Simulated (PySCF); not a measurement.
SbCl₅, SMILES [Sb]([Cl])([Cl])([Cl])([Cl])[Cl].

Geometry: PBE0-D3(BJ)/def2-SVP. The isomer is the one that the SMILES or the coordinates give; other isomers of the formula were not compared. The def2 effective core potentials stand for the cores of Sb; spin–orbit coupling is left out.

Calculation: PBE0-D3(BJ)/def2-SVP in PySCF.

Frequencies are harmonic and unscaled.

Modes within 1.5 cm⁻¹ of each other (mostly degenerate sets) share a row, with their intensities summed.

Estimate the vibrational spectrum. (Estimate from the structure and the level; the computed values follow.)


```tsv
mode	ν (cm⁻¹)	IR (km/mol)	Raman (Å⁴/amu)	depolarisation	moving atoms (share of kinetic energy)
1–2	55	0.0	4.7	0.75	Cl 99 %
3–4	161	24.9	4.2	0.75	Cl 73 %, Sb 27 %
5–6	168	0.0	13.2	0.75	Cl 100 %
7	175	18.8	0.0	–	Cl 75 %, Sb 25 %
8	322	0.0	10.7	0.75	Cl 100 %
9	354	0.0	46.9	0.01	Cl 100 %
10	398	96.3	0.0	–	Cl 66 %, Sb 34 %
11–12	402	135.2	12.5	0.75	Cl 69 %, Sb 31 %
```
